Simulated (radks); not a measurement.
Values are calculated unless marked as measured or tabulated.
Q: Radial electron density D(r) = 4 pi r^2 rho(r) of an atom or ion with 20 electrons. Code: a radial shooting solver on a logarithmic mesh with Libxc functionals. Model: scalar-relativistic Kohn-Sham, PBE, spin-polarised, spherical densities, point nucleus.

r (bohr)  D(r) (e/bohr)  spin D(r)
0.003524         0.7680   0.000369
0.004135          1.028   0.000493
0.004892          1.391   0.000667
0.005787          1.871   0.000896
0.006845          2.501    0.00120
0.008033          3.273    0.00156
0.009502          4.304    0.00205
0.01124           5.598    0.00265
0.0133            7.190    0.00338
0.0156            9.000    0.00419
0.01846           11.20    0.00515
0.02184           13.66    0.00616
0.02583           16.25    0.00713
0.03031           18.69    0.00788
0.03586           20.97    0.00830
0.04242           22.67    0.00813
0.05018           23.50    0.00716
0.05888           23.32    0.00544
0.06965           22.13    0.00294
0.0824            20.27   0.000277
0.09747           18.35   -0.00157
0.1153            17.18   -0.00135
0.1353            17.35    0.00176
0.1601            19.02    0.00819
0.1893            21.65     0.0163
0.224             23.97     0.0228
0.2628            24.58     0.0237
0.3109            22.66     0.0175
0.3678            18.34    0.00713
0.4351            12.99    0.00102
0.5106            8.692    0.00776
0.604             6.309     0.0302
0.7145            6.189     0.0581
0.8452            7.183     0.0705
0.9918            7.781     0.0546
1.173             7.200     0.0186
1.388             5.523   -0.00206
1.642             3.521     0.0288
1.927             1.982      0.112
2.279             1.018      0.227
2.696            0.5915      0.324
3.189            0.4312      0.361
3.773            0.3286      0.315
4.427            0.2215      0.219
5.237            0.1199      0.120
6.195           0.05251     0.0525
7.329           0.01719     0.0172
8.6            0.002965    0.00296
10.17          0.002290    0.00229
12.03           0.01318     0.0132
14.24           0.02609     0.0261
16.71           0.01868     0.0187
19.76          0.003336    0.00334
23.38          0.002780    0.00278
27.65           0.03182     0.0318
32.45           0.06697     0.0670
38.39           0.03446     0.0345
45.41          0.006860    0.00686
53.72         0.0005567   0.000557

What is the nuclear charge?

A: Z = 20. The innermost maximum, from 1s, lies near gamma/Z bohr with gamma = sqrt(1 - (Z/c)^2) = 0.989, here 0.0495 bohr (found: 0.0526), and its height grows with Z. The density is that of neutral calcium in [Ar] 4s1 6d1; the configuration itself is not fixed sharply by these data, and Z only to about a unit. D(r) has 5 maxima, at r = 0.0526, 0.255, 1.01, 14.7, 33.2 bohr, and minima at 0.123, 0.660 bohr, inside which lie 2.15, 10.34 electrons.
